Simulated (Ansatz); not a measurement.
Molecule: trifluoro(methoxy)silane, CH$_{3}$F$_{3}$OSi, charge 0, multiplicity 1. 
Structure (B3LYP-D3(BJ)/def2-TZVP (Ansatz, an electronic-structure program) minimum search):
SMILES: CO[Si](F)(F)F
```xyz
9

Si     0.3974     0.0167    -0.0324
F      0.7139    -1.2546     0.8502
F      0.6104     1.2762     0.8971
F      1.4373     0.0810    -1.2091
O     -1.0735    -0.0319    -0.6578
C     -2.3172    -0.0949     0.0416
H     -3.1087    -0.1210    -0.7042
H     -2.3700    -0.9969     0.6537
H     -2.4480     0.7846     0.6743
```

Parts of the frozen-core correlation energy in aug-cc-pV(D+d)Z (Ansatz, hartree). Frozen orbitals: 10; correlated occupied orbitals by spin: 19 and 19; virtual: 145 and 145. No spin-orbit coupling. No relativistic terms.

| term | value |
|---|---|
| reference (HF) | -702.03715 |
| MP2 opposite-spin | [?] |
| MP2 same-spin | [?] |
| CCSD correlation | -1.07019 |
| (T) | [?] |
| T1 diagnostic | 0.013 |
| largest doubles amplitude | 0.010 |

Problem. Some entries are withheld; supply them.

Solution. 
- MP2 opposite-spin, value: -0.76641
- MP2 same-spin, value: -0.27963
- (T), value: -0.02728
